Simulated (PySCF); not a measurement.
Fractional electron number in Mo⁺ (molybdenum, charge +1)

The 4d alpha orbital of [Kr] 4d5 is emptied in steps (occupation f), with all orbitals relaxed, ending at [Kr] 4d4. Calculation: PySCF 2.14, in def2-TZVP with the def2 core potential (28 electrons); scalar relativity through the core potential. The exact energy is a straight line in f; departures are measured from the line between the end points of the same method.

```csv
f,UHF (eV),LDA (eV),PBE (eV)
1,0.000,0.000,0.000
0.9,0.106,-0.465,-0.457
0.7,0.239,-1.096,-1.076
0.5,0.276,-1.317,-1.291
0.3,0.225,-1.117,-1.093
0.1,0.093,-0.483,-0.472
0,0.000,0.000,0.000
```

```tsv
method	E(f=0) − E(f=1) (eV)	−ε at f=1 (eV)	−ε at f=0.5 (eV)
UHF	15.144	16.343	15.100
LDA	16.661	11.521	16.600
PBE	16.432	11.373	16.382
```

Orbital energy along the path (eV):

| f | UHF | LDA | PBE |
| --- | --- | --- | --- |
| 1 | -16.343 | -11.521 | -11.373 |
| 0.9 | -16.069 | -12.504 | -12.347 |
| 0.7 | -15.560 | -14.520 | -14.337 |
| 0.5 | -15.100 | -16.600 | -16.382 |
| 0.3 | -14.681 | -18.739 | -18.474 |
| 0.1 | -14.299 | -20.931 | -20.608 |
| 0 | -14.120 | -22.045 | -21.688 |

Reference removal energy between the ground levels: 16.16 ± 0.12 eV (semi-empirical (NIST evaluation); NIST Atomic Spectra Database, ionization energies). The calculation has no spin-orbit coupling. The determinant left behind need not be the lowest term of the ion. UHF lacks correlation.
